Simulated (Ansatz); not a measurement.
Mulliken charges of `[C]#C[SiH2]O` radical from B3LYP/def2-TZVPP in Ansatz (PBE0-D4/def2-TZVP geometry).

| atom | x (Å) | y (Å) | z (Å) | charge (e) |
| --- | --- | --- | --- | --- |
| C1 | 0.792 | -2.384 | 0.810 | -0.031 |
| C2 | 0.496 | -1.232 | 0.570 | -0.179 |
| Si3 | 0.076 | 0.508 | 0.171 | 0.549 |
| O4 | -1.163 | 0.587 | -0.898 | -0.384 |
| H5 | 1.315 | 1.129 | -0.358 | -0.080 |
| H6 | -0.388 | 1.188 | 1.396 | -0.064 |
| H7 | -1.067 | 0.136 | -1.738 | 0.189 |

Q: By hand: the dipole of these point charges (1 e Å = 4.8032 D).

A: Σ q r = (0.093, 0.207, -0.078) e Å, of length 0.240 e Å = 1.15 D.

Q: How does the dipole of the full density compare? (Estimate.)

A: Computed: (0.078, -0.011, -0.224) e Å, 1.14 D; the point charges give 1.01 times that, at 67° from its direction.

Point charges leave out the atoms' own dipoles, such as those of lone pairs, and Mulliken's split depends on the basis, so the two needn't agree.

B3LYP here is the variant with VWN-RPA as its local correlation; programs differ in this.
